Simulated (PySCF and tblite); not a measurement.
Results of a calculation; reference values are marked as such.
System: C₆H₁₂N₂, numbered as in [CH3:1][C@@:2]1([NH2:3])[CH2:4][C:5]12[CH2:6][NH:7][CH2:8]2.

Motion: pyramidal inversion at N7. GFN2-xTB gives an electronic barrier of 6.0 kcal/mol and a reaction energy of 0.5 kcal/mol.

(1) What does B3LYP/pcSseg-1 + D3(BJ) give on GFN2-xTB geometries?

Programs: tblite and PySCF.

Results:

(1) A barrier of 5.4 kcal/mol, 0.6 below the tight-binding barrier (from unrounded values), a reaction energy of 0.6 kcal/mol and, with GFN2-xTB thermal terms, ΔG‡(298 K) = 4.4 kcal/mol and k = 3.7×10⁹ s⁻¹ (1 equivalent path).
